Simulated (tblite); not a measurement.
C6H13OP.
Z-matrix (Å and degrees, GFN2-xTB geometry), rows numbered from 1:
```
C 
O   1  1.4022
C   2  1.4155  1  115.24
C   3  1.5355  2  112.76  1   -73.85
C   4  1.5257  3  111.49  2   -54.72
C   5  1.5239  4  112.12  3   -64.64
P   6  1.8602  5  113.99  4    60.94
C   3  1.5264  2  106.60  1   163.64
H   1  1.0976  2  111.10  3   -53.54
H   1  1.0961  2  112.27  3    68.46
H   1  1.0890  2  106.32  3  -172.44
H   3  1.1062  2  108.90  1    46.54
H   4  1.0924  3  109.49  2    66.71
H   4  1.0920  3  108.29  2  -176.10
H   5  1.0929  4  108.87  3    56.50
H   5  1.0939  4  109.23  3   174.12
H   6  1.0937  5  110.25  4  -178.31
H   6  1.0956  5  110.46  4   -59.90
H   7  1.3948  6   95.56  5    45.77
H   8  1.0936  3  110.07  2  -176.95
H   8  1.0924  3  109.26  2   -58.60
```

Computed values, GFN2-xTB/tblite, gas phase, harmonic and unscaled. Against measured fundamentals such values can be off by several per cent, at times by over 20. Modes of hydrogen on phosphorus can be 10 to 20 % off. One conformer, not necessarily the lowest.

Harmonic wavenumbers (cm⁻¹): 77.4, 114.6, 138.9, 214.0, 266.0, 285.5, 327.9, 351.6, 432.7, 489.1, 631.0, 667.1, 695.0, 729.8, 772.9, 851.6, 869.8, 904.4, 927.5, 946.6, 998.7, 1038.5, 1062.6, 1086.5, 1106.5, 1133.1, 1147.4, 1154.8, 1171.9, 1200.1, 1230.0, 1257.6, 1280.3, 1310.0, 1317.9, 1341.4, 1356.4, 1409.1, 1432.0, 1447.9, 1470.4, 1478.7, 1488.5, 1495.9, 2314.3, 2791.5, 2896.7, 2922.3, 2928.2, 2946.1, 2949.0, 2955.9, 2965.6, 2970.0, 2977.4, 2984.1, 3019.3.

A = 2566, B = 1365, C = 1135 MHz; mass 132.070 u (most abundant isotopes); point group C1, symmetry number 1.

Zero-point energy?

Half the sum of the wavenumbers: 39365 cm⁻¹ = 112.55 kcal/mol.

Entropy at 350 K, 1 bar (ideal gas, RRHO, classical rotation)?

Translation 41.37, rotation 29.26, vibration 27.20: S = 97.8 cal/(mol K).

And Cp and H(350 K) − H(0)?

Cp = 42.01 cal/(mol K), of which vibrations give 34.06 (their classical limit is 57 R = 113.3); H(350 K) − H(0) = 8.19 kcal/mol without the zero-point energy, 5.41 from vibrations.

Which modes carry the vibrational entropy at 350 K?

77.4 cm⁻¹: 4.27; 114.6 cm⁻¹: 3.50; 138.9 cm⁻¹: 3.13; 214.0 cm⁻¹: 2.30; 266.0 cm⁻¹: 1.91; 285.5 cm⁻¹: 1.78 cal/(mol K); the other 51 give 10.31 together.

Blend soft modes into free rotors: weight 1/[1 + (100 cm⁻¹/ν̃)⁴] for the oscillator and the rest for a rotor with moment μB/(μ + B), μ = h/(8π²ν), B = 10⁻⁴⁴ kg m². What vibrational entropy results?

26.16 cal/(mol K) in place of 27.20, which changes −T·S at 350 K by +0.37 kcal/mol.

How do the functions run with temperature in this model?

```tsv
T (K)	S (cal/(mol K))	Cp (cal/(mol K))	H − H(0) (kcal/mol)	G − H(0) (kcal/mol)	ln q(vib)
50	56.5	11.0	0.45	-2.38	0.17
100	65.7	16.0	1.12	-5.44	0.86
298.15	91.6	36.0	6.17	-21.14	4.77
373.15	100.6	44.7	9.20	-28.34	6.43
500	115.6	57.9	15.73	-42.06	9.36
750	142.9	76.6	32.72	-74.44	15.35
1000	166.7	88.9	53.51	-113.21	21.23
```

q(vib) and H(0) count from the zero-point level.

What must be added to the electronic energy to get the Gibbs energy at 350 K and 1 bar?

ZPE + [H(350 K) − H(0)] − T·S = 112.55 + 8.19 − 34.24 = 86.50 kcal/mol.

Hindered rotation and anharmonicity are outside this model. Other conformers, if any are populated, would add a mixing term that is left out. The structure is chiral; the term R ln 2 for an equal mix with its mirror image is left out.
